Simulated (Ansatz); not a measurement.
Computed with Ansatz on PBE0-D4/def2-TZVP structures; ΔE is electronic, products minus reactants. CCSD(T)/CBS adds triple-zeta CCSD(T) − MP2 to the extrapolated MP2 energy (def2 sets, frozen cores). This one scheme is used for every species. DFT in def2-TZVPP. One conformer a species, not always the lowest.

Reaction (ligand exchange at the Al–C bond): `CC(C)[O][Al]([Cl])[CH](C)C` + H–F → `CC(C)[O][Al]([F])[Cl]` + propane

```tsv
level	ΔE (kJ/mol)
PBE0-D4	-188.1
B2PLYP	-208.3
PBE	-193.9
PBE0	-196.9
SCS-MP2/def2-TZVPP	-202.5
HF/def2-QZVPP	-231.0
MP2/def2-QZVPP	-195.4
MP2/CBS(def2)	-194.3
```

(1) What does CCSD(T)/CBS give? (An estimate is asked.)

Largest T1 diagnostic among the species: 0.011.

## Answers

(1) Ansatz gave: -195.1 kJ/mol. The listed levels differ from it by 7.0, -13.2, 1.2, -1.8, -7.4, -35.9, -0.3, 0.8 kJ/mol.

The D4 term adds +13.8 kJ/mol with B3LYP and +8.8 kJ/mol with PBE0; it sums over pairs of atoms, weighted by their polarisabilities, and B3LYP, whose exchange is more repulsive, gets the larger term. In def2-TZVPP, CCSD(T) changes the Hartree–Fock value by +32.8 kJ/mol (the triples alone add +5.4 kJ/mol) and MP2 by +33.6 kJ/mol.

B3LYP here is the variant with VWN-RPA as its local correlation; programs differ in this.
